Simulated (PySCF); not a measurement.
C2H11NOSi2.
Atom-mapped SMILES: `[CH3:1][CH2:2][O:3][Si@@H:4]([NH2:5])[SiH3:6]` (hydrogens: H7, H8, H9 on C1; H10, H11 on C2; H12 on Si4; H13, H14 on N5; H15, H16, H17 on Si6)

The calculation used PySCF, TDDFT CAM-B3LYP/def2-SVPD, vertical, gas phase, core orbitals frozen in the response. Isolated species at its PBE0-D3(BJ)/def2-SVP geometry (one conformer only). Torsions of this conformer, `[CH3:1][CH2:2][O:3][Si@@H:4]([NH2:5])[SiH3:6]`: C1–C2–O3–Si4 -171°, C2–O3–Si4–N5 59°, H–N5–Si4–O3 67°, H–N5–Si4–O3 -92°.

```
state  E (eV)  λ (nm)  ν̃ (cm⁻¹)       f     main configurations (H = HOMO, L = LUMO)
   S1    6.51   190.5      52500   0.039                        H→L (84%), H-1→L (8%)
   S2    7.13   173.9      57500   0.057        H-1→L (43%), H→L+1 (18%), H→L+3 (16%)
   S3    7.37   168.3      59400   0.027        H→L+2 (27%), H-1→L (23%), H→L+3 (21%)
   S4    7.54   164.4      60840   0.010        H-2→L (40%), H→L+1 (19%), H-1→L (12%)
   S5    7.62   162.7      61460  0.0053                     H-2→L (37%), H→L+1 (36%)
   S6    7.86   157.8      63360   0.011  H-1→L+3 (22%), H-1→L+1 (19%), H-1→L+2 (15%)
   S7    8.00   155.0      64530   0.240         H→L+4 (31%), H→L+3 (28%), H→L+1 (9%)
   S8    8.02   154.6      64700   0.034                 H-2→L+2 (42%), H-2→L+1 (13%)
   S9    8.14   152.2      65690   0.032      H-2→L+3 (30%), H→L+5 (11%), H→L+7 (11%)
  S10    8.18   151.5      66010   0.034       H→L+7 (26%), H-2→L+3 (10%), H→L+5 (8%)
```

Triplets, Tamm–Dancoff:

```csv
state,E (eV),λ (nm),"main configurations (H = HOMO, L = LUMO)"
T1,5.99,206.8,H→L (76%)
T2,6.39,194.0,"H-1→L (31%), H→L+3 (17%), H→L+1 (12%)"
T3,6.67,185.9,"H→L+2 (21%), H-1→L (17%), H→L+3 (14%)"
T4,7.23,171.5,"H-2→L (26%), H→L+4 (13%), H-1→L (13%)"
```

The lowest singlet lies at 6.51 eV (190 nm, vacuum ultraviolet) and is of moderate strength; its leading configuration is HOMO→LUMO (84%). The most intense listed level is S7 at 8.00 eV (155 nm, f = 0.240), 1.49 eV above S1. Löwdin shares by element: HOMO nitrogen 38%, silicon 29%, oxygen 13% (atoms not listed hold the other 21%); LUMO silicon 36%, hydrogen 13% or more, nitrogen 11% (atoms not listed hold the other 40%). The listed states span 1.67 eV, and the widest gap between neighbours is 0.62 eV (S1 to S2). Orbital energies (eV): HOMO-3 -10.53, HOMO-2 -9.60, HOMO-1 -9.49, HOMO -8.90, LUMO 0.92, LUMO+1 1.38, LUMO+2 1.62. Of the 10 states listed, 9 reach f = 0.01 and none stays under 0.0005. All these states lie below the vertical ionisation energy of 9.60 eV (ΔSCF). The window holds the lowest 10 singlets.

On Arm Neoverse N1, one thread, no GPU, shared host with 64 logical CPUs at a one-minute load of 56, this took 7.9 min wall (with the writing of density and orbital grids) and 1.1 GiB of memory at its peak.
